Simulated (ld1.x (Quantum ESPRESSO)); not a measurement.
# tungsten, TM: configuration errors across variants

tungsten (W), norm-conserving Troullier–Martins (Kleinman–Bylander form), made with ld1.x (Quantum ESPRESSO) 7.5 (LDA (PZ), scalar-relativistic). Core [Kr] 4d10 4f14, reference 5s2 5p6 5d4 6s2 6p0. Waves: 5s (bound): rc 1.90 bohr; 5p (bound): rc 2.05 bohr; 5d (bound): rc 2.05 bohr. Local part: all-electron potential smoothed inside 1.45 bohr (lloc = -2). Core correction: none.

Occupied shells without a wave of their own: 6s. They enter only through the test configuration that unscreens the potential.

All-electron excitation energies from the reference (eV): (1) 5s2 5p6 5d4 6s1 6p0 9.133; (2) 5s2 5p6 5d4 6s0 6p0 25.160; (3) 5s2 5p6 5d3 6s0 6p0 50.865; (4) 5s2 5p5 5d4 6s2 6p0 49.163; (5) 5s2 5p6 5d3 6s2 6p1 4.101; (6) 5s2 5p6 5d4 6s0 6p1 14.689; (7) 5s2 5p6 5d5 6s0 6p0 9.985; (8) 5s2 5p6 5d4 6s2 6p0 spin -1.934; (9) 5s2 5p6 5d4 6s1 6p0 spin 6.052.

Spin tests fill each open shell by Hund’s rule, majority spin first.

For the base: The 6s level has no wave, so the channel is fitted at the deeper level alone: the likely source of the large errors.

Errors AE − PS in meV (a dash: test not solved or not reliable):

| change | (1) | (2) | (3) | (4) | (5) | (6) | (7) | (8) | (9) | bound ghosts |
| --- | --- | --- | --- | --- | --- | --- | --- | --- | --- | --- |
| base | -325 | -818 | -1134 | -86 | +37 | -666 | -573 | +174 | -88 | none |
| wave 5p (bound): rc 2.05 bohr becomes 5p (bound): rc 1.28 bohr | -325 | -817 | -1139 | -43 | -31 | -760 | -570 | +155 | -107 | none |
| wave 5p (bound): rc 2.05 bohr becomes 5p (bound): rc 1.46 bohr | -325 | -818 | -1139 | -47 | -27 | -755 | -571 | +157 | -105 | none |
| wave 5p (bound): rc 2.05 bohr becomes 5p (bound): rc 1.70 bohr | -325 | -818 | -1137 | -61 | -9.1 | -730 | -572 | +163 | -99 | none |
| wave 5p (bound): rc 2.05 bohr becomes 5p (bound): rc 1.88 bohr | -325 | -818 | -1136 | -74 | +13 | -699 | -573 | +169 | -94 | none |
| wave 5p (bound): rc 2.05 bohr becomes 5p (bound): rc 2.26 bohr | -325 | -818 | -1134 | -93 | +52 | -646 | -573 | +177 | -85 | none |
| wave 5p (bound): rc 2.05 bohr becomes 5p (bound): rc 2.50 bohr | -325 | -818 | -1134 | -88 | +38 | -664 | -573 | +175 | -88 | none |
| wave 5p (bound): rc 2.05 bohr becomes 5p (bound): rc 2.68 bohr | -325 | -818 | -1136 | -71 | -2.4 | -720 | -573 | +168 | -96 | none |
| wave 5p (bound): rc 2.05 bohr becomes 5p (bound): rc 2.84 bohr | -326 | -818 | -1139 | -54 | -49 | -783 | -573 | +161 | -105 | none |
| wave 5p (bound): rc 2.05 bohr becomes 5p (bound): rc 3.12 bohr | -326 | -819 | -1147 | -2.2 | -194 | -985 | -573 | +142 | -132 | none |

(1) Give the same row for: wave 5p (bound): rc 2.05 bohr becomes 5p (bound): rc 2.10 bohr.

Results:

(1) -325, -818, -1134, -89, +42, -659, -573, +175, -87; bound ghosts: none.
